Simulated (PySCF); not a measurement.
# Electric properties by functional and basis

Compound: potassium bromide, KBr.
SMILES with atom numbers: `[K:1][Br:2]`

PySCF, dipoles from the SCF density, polarisabilities from static response with core orbitals frozen. Isolated species at its PBE0-D3(BJ)/def2-SVP geometry, gas phase. Relativistic effects, spin–orbit coupling among them, are left out although an element past zinc is present.

Q: Compare the levels for these properties.

A: 

```csv
level,μ (D),error (%),α (au),anisotropy (au)
LDA/def2-SVPD,10.478,-1.2,51.65,18.87
PBE/def2-SVPD,10.506,-0.9,52.59,21.04
B3LYP/def2-SVPD,10.729,+1.2,48.36,15.72
PBE0/def2-SVPD,10.793,+1.8,45.84,12.46
BHandHLYP/def2-SVPD,10.962,+3.4,43.17,10.14
CAM-B3LYP/def2-SVPD,10.883,+2.6,44.78,10.74
wB97X-D/def2-SVPD,11.012,+3.9,43.52,7.77
LC-wPBE/def2-SVPD,11.033,+4.1,41.28,6.71
HF/def2-SVPD,11.264,+6.2,39.20,5.84
PBE0/def2-SVP,10.331,-2.6,35.23,18.59
PBE0/6-31G*,10.690,+0.8,37.06,16.93
PBE0/def2-TZVP,10.563,-0.4,40.87,15.86
PBE0/def2-TZVPD,10.632,+0.3,47.10,13.58
```

Reference dipole: 10.603 D (measured, gas; NIST CCCBDB Release 22 (SRD 101), experimental dipoles). Reference dipole: 10.628 D (measured, gas; Liu, Meijer, Perez-Rios, Phys. Chem. Chem. Phys. 22 (2020) 24191). Errors are taken against the first value of each kind. The anisotropy is √(½[(α1 − α2)² + (α2 − α3)² + (α3 − α1)²]). For the dipole, the smallest error is 0.3% (PBE0/def2-TZVPD) and the largest 6.2% (HF/def2-SVPD). The dipole runs from 10.33 D (PBE0/def2-SVP) to 11.26 D (HF/def2-SVPD). No reference polarisability is at hand; against PBE0 in the largest diffuse basis at hand (def2-TZVPD) the other PBE0 rows deviate by def2-SVP -25%, 6-31G* -21%, def2-SVPD -3%, def2-TZVP -13%. In one basis (def2-SVPD) the functionals order the polarisability from HF (lowest) to PBE (highest), a spread of 34%. With PBE0 the polarisability is 37.72 au without diffuse functions (mean of def2-SVP, 6-31G* and def2-TZVP) and 46.47 au with them (mean of def2-SVPD and def2-TZVPD). Measured values can belong to vibrating molecules; the computed ones are for one fixed geometry.
